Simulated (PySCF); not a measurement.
Species: trichlorofluorosilane, Cl3FSi.
Bonds: F1–Si2, Si2–Cl3, Si2–Cl4, Si2–Cl5.

Computed by this run: PBE0-D3(BJ)/def2-SVP geometry optimisation, gas phase (PySCF 2.14.0); density fitting, grid level 1; the optimiser is geomeTRIC in internal coordinates, started from a GFN2-xTB structure with every atom displaced at random (about 0.01 Å).

Step 0: E = -48133.7520 eV
```
atom  x, y, z in Å  |  force x, y, z in eV/Å
F1      0.0390    0.0143    1.6143   -0.129   0.045  -0.263
Si2    -0.0038   -0.0044   -0.0016   -0.090   0.084   1.565
Cl3     1.7621   -0.7175   -0.5507    0.933  -0.391  -0.550
Cl4    -0.2548    1.8849   -0.5916   -0.167   0.638  -0.377
Cl5    -1.5090   -1.2112   -0.5082   -0.546  -0.376  -0.375
```

**Question.** Estimate the geometry and energy of step 1. (The exact step hangs on the optimiser's Hessian estimate; all steps are aligned on step 0, rigid shifts and turns removed.)

**Answer.** E = -48133.8163 eV, largest force 0.712 eV/Å
```
atom  x, y, z in Å  |  force x, y, z in eV/Å
F1      0.0033    0.0308    1.6664    0.151  -0.028   0.297
Si2     0.0193   -0.0065    0.0740   -0.130  -0.044  -0.698
Cl3     1.7931   -0.7398   -0.6191   -0.258   0.137   0.226
Cl4    -0.2706    1.8859   -0.6196    0.062  -0.143   0.092
Cl5    -1.5116   -1.2042   -0.5397    0.175   0.079   0.083
```

The energy changes by -0.0643 eV. The first-order estimate −F·Δx gives -0.2074 eV and the mean of the old and new forces, exact on a quadratic surface, -0.0643 eV. The step makes an angle of 48° with the force vector and moves no atom by more than 0.079 Å.

The cost below is that of the whole optimisation. The run took 24 s on one thread of an Arm Neoverse V1, no GPU, shared host, and the process peaked at 0.37 GiB of memory.
